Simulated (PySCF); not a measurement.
Cl2Ni, triplet, geometry from GFN2-xTB (such geometries of metal compounds can be far from the true shape); PBE0/6-31G* run with PySCF.

PySCF was given this input:
```python
from pyscf import gto, scf, dft

mol = gto.M(
    atom='''
Ni    0.00000000    0.00000000    0.00000000
Cl    0.00000000    0.00000000    1.93482584
Cl   -0.00000000   -0.00000000   -1.93482584
''',
    basis='6-31g*',
    spin=2,
    verbose=4,
)

mf = dft.UKS(mol)
mf.xc = 'pbe0'
mf.kernel()
mf.analyze()
```

The log (banner, timings and long lists left out):

```
PySCF version 2.14.0

[INPUT] verbose = 4
[INPUT] num. atoms = 3
[INPUT] num. electrons = 62
[INPUT] charge = 0
[INPUT] spin (= nelec alpha-beta = 2S) = 2
[INPUT] symmetry False subgroup None
[INPUT] Mole.unit = angstrom
[INPUT] Symbol           X                Y                Z      unit          X                Y                Z       unit  Magmom
[...]
nuclear repulsion = 299.894078204879
number of shells = 28
number of NR pGTOs = 199
number of NR cGTOs = 70
basis = 6-31g*
ecp = {}

******** <class 'pyscf.dft.uks.UKS'> ********
method = UKS
initial guess = minao
damping factor = 0
level_shift factor = 0
DIIS = <class 'pyscf.scf.diis.CDIIS'>
diis_start_cycle = 1
diis_space = 8
diis_damp = 0
SCF conv_tol = 1e-09
SCF conv_tol_grad = None
SCF max_cycles = 50
direct_scf = True
direct_scf_tol = 1e-13
number electrons alpha = 32  beta = 30
XC library pyscf.dft.libxc version 7.1.2
    S. Lehtola, C. Steigemann, M. J. T. Oliveira, and M. A. L. Marques,  SoftwareX 7, 1–5 (2018)
XC functionals = pbe0
    C. Adamo and V. Barone,  J. Chem. Phys. 110, 6158 (1999)
    M. Ernzerhof and G. E. Scuseria,  J. Chem. Phys. 110, 5029 (1999)
radial grids:
    Treutler-Ahlrichs [JCP 102, 346 (1995); DOI:10.1063/1.469408] (M4) radial grids

becke partition: Becke, JCP 88, 2547 (1988); DOI:10.1063/1.454033
pruning grids: <function nwchem_prune>
grids dens level: 3
symmetrized grids: False
atomic radii adjust function: <function treutler_atomic_radii_adjust>
small_rho_cutoff = 0
Set gradient conv threshold to 3.16228e-05
tot grids = 58400
init E= -2427.3157901392

cycle= 1 E= -2403.82622079471  delta_E= 23.5  |g|= 4.44  |ddm|= 10.1

cycle= 2 E= -2373.84746582915  delta_E=   30  |g|= 6.04  |ddm|= 15.6
cycle= 3 E= -2423.58033329109  delta_E= -49.7  |g|= 3.68  |ddm|= 12.8
cycle= 4 E= -2426.34698075798  delta_E= -2.77  |g|=  2.1  |ddm|=  1.5
cycle= 5 E= -2427.38008865639  delta_E= -1.03  |g|= 1.41  |ddm|= 1.22
cycle= 6 E= -2427.90535219693  delta_E= -0.525  |g|= 0.408  |ddm|= 0.674
cycle= 7 E= -2427.96727346236  delta_E= -0.0619  |g|= 0.0618  |ddm|= 0.419
cycle= 8 E= -2427.96941858645  delta_E= -0.00215  |g|= 0.0332  |ddm|= 0.106
cycle= 9 E= -2427.96940098982  delta_E= 1.76e-05  |g|= 0.0353  |ddm|= 0.0165
cycle= 10 E= -2427.9695878632  delta_E= -0.000187  |g|= 0.0249  |ddm|= 0.00864
cycle= 11 E= -2427.96978548892  delta_E= -0.000198  |g|= 0.00144  |ddm|= 0.025
cycle= 12 E= -2427.96978613923  delta_E= -6.5e-07  |g|= 6.75e-05  |ddm|= 0.00133
[...]
converged SCF energy = -2427.969786142  <S^2> = 2.0034794  2S+1 = 3.0023187
Total Energy =                       -2427.969786142004068
[...]
spin_pop of  0 Ni 3dyz      0.83631
spin_pop of  0 Ni 3dz^2     0.01786
spin_pop of  0 Ni 3dxz      0.83631
spin_pop of  0 Ni 3dx2-y2   -0.00069
spin_pop of  0 Ni 4dxy      0.00071
spin_pop of  0 Ni 4dyz      0.00207
spin_pop of  0 Ni 4dz^2     0.00049
spin_pop of  0 Ni 4dxz      0.00207
spin_pop of  0 Ni 4dx2-y2    0.00071
spin_pop of  0 Ni 4f-3     -0.00000
spin_pop of  0 Ni 4f-2      0.00000
spin_pop of  0 Ni 4f-1      0.00002
spin_pop of  0 Ni 4f+0     -0.00008
spin_pop of  0 Ni 4f+1      0.00002
spin_pop of  0 Ni 4f+2      0.00000
spin_pop of  0 Ni 4f+3     -0.00000
spin_pop of  1 Cl 1s       -0.00000
spin_pop of  1 Cl 2s       -0.00000
spin_pop of  1 Cl 3s        0.00061
spin_pop of  1 Cl 4s       -0.00008
spin_pop of  1 Cl 2px       0.00000
spin_pop of  1 Cl 2py       0.00000
spin_pop of  1 Cl 2pz      -0.00000
spin_pop of  1 Cl 3px       0.08280
spin_pop of  1 Cl 3py       0.08280
spin_pop of  1 Cl 3pz      -0.00219
spin_pop of  1 Cl 4px      -0.00024
spin_pop of  1 Cl 4py      -0.00024
spin_pop of  1 Cl 4pz      -0.00003
spin_pop of  1 Cl 3dxy     -0.00001
spin_pop of  1 Cl 3dyz     -0.00029
spin_pop of  1 Cl 3dz^2    -0.00008
spin_pop of  1 Cl 3dxz     -0.00029
spin_pop of  1 Cl 3dx2-y2   -0.00001
spin_pop of  2 Cl 1s       -0.00000
spin_pop of  2 Cl 2s       -0.00000
spin_pop of  2 Cl 3s        0.00061
spin_pop of  2 Cl 4s       -0.00008
spin_pop of  2 Cl 2px       0.00000
spin_pop of  2 Cl 2py       0.00000
spin_pop of  2 Cl 2pz      -0.00000
spin_pop of  2 Cl 3px       0.08280
spin_pop of  2 Cl 3py       0.08280
spin_pop of  2 Cl 3pz      -0.00219
spin_pop of  2 Cl 4px      -0.00024
spin_pop of  2 Cl 4py      -0.00024
spin_pop of  2 Cl 4pz      -0.00003
spin_pop of  2 Cl 3dxy     -0.00001
spin_pop of  2 Cl 3dyz     -0.00029
spin_pop of  2 Cl 3dz^2    -0.00008
spin_pop of  2 Cl 3dxz     -0.00029
spin_pop of  2 Cl 3dx2-y2   -0.00001
 ** Mulliken Spin Density (per atom)  **
spin density of  0 Ni =      1.67449
spin density of  1 Cl =      0.16276
spin density of  2 Cl =      0.16276
 ** Mulliken pop alpha/beta on meta-lowdin orthogonal AOs **
 ** Mulliken pop       alpha | beta **
In total            32.00000 | 30.00000
 ** Mulliken atomic charges   ( Nelec_alpha | Nelec_beta ) **
charge of  0Ni =      1.11617  (    14.27916     12.60467 )
charge of  1Cl =     -0.55808  (     8.86042      8.69766 )
charge of  2Cl =     -0.55808  (     8.86042      8.69766 )
Dipole moment(X, Y, Z, Debye): -0.00000,  0.00000,  0.00000
```
